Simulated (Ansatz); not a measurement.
PBE exchange is replaced step by step with exact exchange (0 % is PBE, 25 % PBE0; no dispersion term), basis def2-SVPD, Ansatz. System: Al5Ru2⁻ (the lowest singlet isomer of a short search). Charge -1, multiplicity 1. Geometry: PBE-D4/def2-SVPD, each spin state at its own.

The relaxed quintet has other bonds than the singlet, so its gap is one between isomers.

Geometry of the singlet:

```xyz
7

Ru   -0.0508    0.3356    0.7902
Ru    0.1527   -1.7499   -1.9181
Al    1.4670    1.9517    1.5292
Al   -1.7414    1.8591    1.3213
Al    1.4917   -1.4233   -0.0213
Al   -1.3782   -1.5250   -0.1565
Al    0.0592    0.5517   -1.5448
```

In the def2 sets Ru takes a core potential; there is no spin–orbit coupling. At PBE with 40 % exact exchange/def2-SVPD the charge -1 quintet is spin-contaminated (final ⟨S²⟩ up to 6.20, 6.00 for a pure state). The structure comes from a short search, and lower isomers may exist.

```
exact exchange (%)  HOMO (eV)  LUMO (eV)  gap (eV)  quintet − singlet (kJ/mol)
                10      -0.80       0.66      1.46                        97.2
                40      -1.36       1.29      2.65                        44.7
```

Task: Estimate the row for 15 %.

Result: 
| exact exchange (%) | HOMO (eV) | LUMO (eV) | gap (eV) | quintet − singlet (kJ/mol) |
| --- | --- | --- | --- | --- |
| 15 | -0.89 | 0.77 | 1.67 | 89.7 |
